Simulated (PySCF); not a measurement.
Cd(Cl)(Et) (C₂H₅CdCl), SMILES C[CH2][Cd][Cl].

The structure is a stationary point at PBE-D3(BJ)/def2-SVP. The structure was generated by enumeration; whether it is a known compound was not checked. The def2 effective core potentials stand for the cores of Cd; spin–orbit coupling is left out. The values are those of a single conformer.

These are PBE-D3(BJ)/def2-SVP run with PySCF values and carry that method's errors.

Frequencies are harmonic and unscaled.

**Question.** Give all harmonic wavenumbers and intensities. (The exact figures need the calculation; the answer reports its results.)

**Answer.** 
```csv
mode,ν (cm⁻¹),IR (km/mol),moving atoms (share of kinetic energy)
1,70,1.6,"Cl 35 %, Cd 28 %, C 26 %, H 12 %"
2,91,1.8,"H 28 %, Cd 26 %, Cl 23 %, C 22 %"
3,223,3.4,"C 61 %, H 21 %, Cd 12 %"
4,239,1.0,"H 87 %, C 10 %"
5,347,33.1,"Cl 71 %, Cd 15 %, C 10 %"
6,484,17.4,"C 60 %, H 19 %, Cd 17 %"
7,631,21.1,"H 83 %, C 17 %"
8,914,2.3,"H 91 %, C 9 %"
9,938,5.2,"H 84 %, C 16 %"
10,1023,2.6,"C 76 %, H 24 %"
11,1142,48.8,"H 68 %, C 32 %"
12,1200,3.1,"H 76 %, C 24 %"
13,1345,5.8,"H 82 %, C 18 %"
14,1391,0.5,"H 90 %, C 10 %"
15,1423,1.7,H 97 %
16,1424,7.9,H 97 %
17,2954,38.9,H 97 %
18,2992,8.1,H 95 %
19,3031,16.0,"H 91 %, C 9 %"
20,3044,0.2,"H 91 %, C 9 %"
21,3062,19.7,"H 90 %, C 10 %"
```
